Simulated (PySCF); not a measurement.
B(OH)(SiH3)2 (BH7OSi2), SMILES OB([SiH3])[SiH3].

The structure is a stationary point at PBE-D3(BJ)/def2-SVP. This is a generated structure with no PubChem entry under its InChIKey; it may be hypothetical. The values are those of a single conformer.

The numbers are results of PBE-D3(BJ)/def2-SVP (PySCF 2.14.0), not measurements.

Frequencies are harmonic and unscaled.

Computed harmonic wavenumbers and intensities:
```json
[
 {"mode": "1", "ν (cm⁻¹)": "21", "IR (km/mol)": "0.1", "moving atoms (share of kinetic energy)": "H 99 %"},
 {"mode": "2", "ν (cm⁻¹)": "77", "IR (km/mol)": "0.0", "moving atoms (share of kinetic energy)": "H 90 %"},
 {"mode": "3", "ν (cm⁻¹)": "123", "IR (km/mol)": "2.7", "moving atoms (share of kinetic energy)": "Si 46 %, H 29 %, O 14 %, B 10 %"},
 {"mode": "4", "ν (cm⁻¹)": "231", "IR (km/mol)": "8.4", "moving atoms (share of kinetic energy)": "O 46 %, H 30 %, Si 21 %"},
 {"mode": "5", "ν (cm⁻¹)": "245", "IR (km/mol)": "4.1", "moving atoms (share of kinetic energy)": "H 53 %, B 41 %"},
 {"mode": "6", "ν (cm⁻¹)": "393", "IR (km/mol)": "3.3", "moving atoms (share of kinetic energy)": "Si 57 %, H 17 %, O 17 %, B 8 %"},
 {"mode": "7", "ν (cm⁻¹)": "423", "IR (km/mol)": "6.1", "moving atoms (share of kinetic energy)": "H 90 %, Si 9 %"},
 {"mode": "8", "ν (cm⁻¹)": "453", "IR (km/mol)": "2.4", "moving atoms (share of kinetic energy)": "H 66 %, Si 24 %"},
 {"mode": "9", "ν (cm⁻¹)": "574", "IR (km/mol)": "37.9", "moving atoms (share of kinetic energy)": "H 67 %, Si 16 %, O 13 %"},
 {"mode": "10", "ν (cm⁻¹)": "623", "IR (km/mol)": "51.5", "moving atoms (share of kinetic energy)": "H 47 %, B 42 %, Si 10 %"},
 {"mode": "11", "ν (cm⁻¹)": "697", "IR (km/mol)": "72.7", "moving atoms (share of kinetic energy)": "H 86 %, O 10 %"},
 {"mode": "12", "ν (cm⁻¹)": "751", "IR (km/mol)": "87.9", "moving atoms (share of kinetic energy)": "B 56 %, H 39 %"},
 {"mode": "13", "ν (cm⁻¹)": "841", "IR (km/mol)": "229.9", "moving atoms (share of kinetic energy)": "H 79 %, Si 14 %"},
 {"mode": "14", "ν (cm⁻¹)": "857", "IR (km/mol)": "68.3", "moving atoms (share of kinetic energy)": "H 90 %, Si 9 %"},
 {"mode": "15", "ν (cm⁻¹)": "897", "IR (km/mol)": "37.8", "moving atoms (share of kinetic energy)": "H 98 %"},
 {"mode": "16", "ν (cm⁻¹)": "897", "IR (km/mol)": "3.8", "moving atoms (share of kinetic energy)": "H 98 %"},
 {"mode": "17", "ν (cm⁻¹)": "903", "IR (km/mol)": "18.8", "moving atoms (share of kinetic energy)": "H 97 %"},
 {"mode": "18", "ν (cm⁻¹)": "905", "IR (km/mol)": "44.9", "moving atoms (share of kinetic energy)": "H 98 %"},
 {"mode": "19", "ν (cm⁻¹)": "1091", "IR (km/mol)": "158.1", "moving atoms (share of kinetic energy)": "H 69 %, B 17 %, O 13 %"},
 {"mode": "20", "ν (cm⁻¹)": "1314", "IR (km/mol)": "86.1", "moving atoms (share of kinetic energy)": "B 65 %, O 31 %"},
 {"mode": "21", "ν (cm⁻¹)": "2111", "IR (km/mol)": "132.2", "moving atoms (share of kinetic energy)": "H 97 %"},
 {"mode": "22", "ν (cm⁻¹)": "2134", "IR (km/mol)": "26.6", "moving atoms (share of kinetic energy)": "H 98 %"},
 {"mode": "23", "ν (cm⁻¹)": "2139", "IR (km/mol)": "52.9", "moving atoms (share of kinetic energy)": "H 96 %"},
 {"mode": "24", "ν (cm⁻¹)": "2147", "IR (km/mol)": "64.0", "moving atoms (share of kinetic energy)": "H 97 %"},
 {"mode": "25", "ν (cm⁻¹)": "2151", "IR (km/mol)": "98.9", "moving atoms (share of kinetic energy)": "H 96 %"},
 {"mode": "26", "ν (cm⁻¹)": "2154", "IR (km/mol)": "108.3", "moving atoms (share of kinetic energy)": "H 96 %"},
 {"mode": "27", "ν (cm⁻¹)": "3660", "IR (km/mol)": "44.9", "moving atoms (share of kinetic energy)": "H 94 %"}
]
```
